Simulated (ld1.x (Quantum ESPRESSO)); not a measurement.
## Which change was made? (Ru, TM)

ld1.x (Quantum ESPRESSO) 7.5 input, shortened:

```
&input
   title='Ru', zed=44., rel=2, dft='PZ', iswitch=3,
   config='[Kr] 4d7 5s1 5p0', rel_dist='average'
 /
 &inputp
   pseudotype=2, tm=.true., lloc=-1, rcloc=1.25,
   nlcc=.true., new_core_ps=.true., rcore=1.40
 /
3
5S  1  0   1.00   0.00  3.00  3.00  0.0
4P  2  1   6.00   0.00  1.35  1.35  0.0
4D  3  2   7.00   0.00  1.60  1.60  0.0
 &test
   configts(1)='4p6 4d7 5s1 5p0'
 /
```

Open shells are filled in proportion to 2j + 1 (rel_dist='average').

Cutoffs, loose and tight: the cutoffs (Ry, on a coarse ladder) from which the occupation-weighted sum of valence levels, in a spherical-Bessel basis at the reference potential, stays within 10 and 1 mRy of its value at 400 Ry. They do not see the model core or the augmentation charge, which bear on the density cutoff. Test errors are all-electron minus pseudo excitation energies from the reference, over the configurations 4p6 4d7 5s0 5p0; 4p6 4d6 5s0 5p0; 4p6 4d5 5s0 5p0; 4p6 4d8 5s0 5p0; 4p6 4d6 5s1 5p1; 4p6 4d7 5s0 5p1; 4p6 4d7.5 5s0.5 5p0; variants that change the core or the reference have their own tests.

The base gives: outcome: generated; cutoff, loose: 70 Ry; cutoff, tight: 120 Ry; bound ghosts: s; largest test error (meV): +40.

(1) After one change the result is: outcome: generated; cutoff, loose: 120 Ry; cutoff, tight: 230 Ry; bound ghosts: s; largest test error (meV): +32. Which change was it?
A. wave 4p (bound): rc 1.35 bohr becomes 4p (bound): rc 0.86 bohr
B. wave 4p (bound): rc 1.35 bohr becomes 4p (bound): rc 1.66 bohr
C. wave 4p (bound): rc 1.35 bohr becomes 4p (bound): rc 0.98 bohr
D. wave 4p (bound): rc 1.35 bohr becomes 4p (bound): rc 1.52 bohr

Answers

(1) C. The others give: wave 4p (bound): rc 1.35 bohr becomes 4p (bound): rc 1.52 bohr → outcome: generated; cutoff, loose: 55 Ry; cutoff, tight: 90 Ry; bound ghosts: s; largest test error (meV): +55 | wave 4p (bound): rc 1.35 bohr becomes 4p (bound): rc 1.66 bohr → outcome: generated; cutoff, loose: 55 Ry; cutoff, tight: 70 Ry; bound ghosts: s; largest test error (meV): +70 | wave 4p (bound): rc 1.35 bohr becomes 4p (bound): rc 0.86 bohr → outcome: generated; cutoff, loose: 260 Ry; cutoff, tight: over 300 Ry; bound ghosts: s; largest test error (meV): +41.
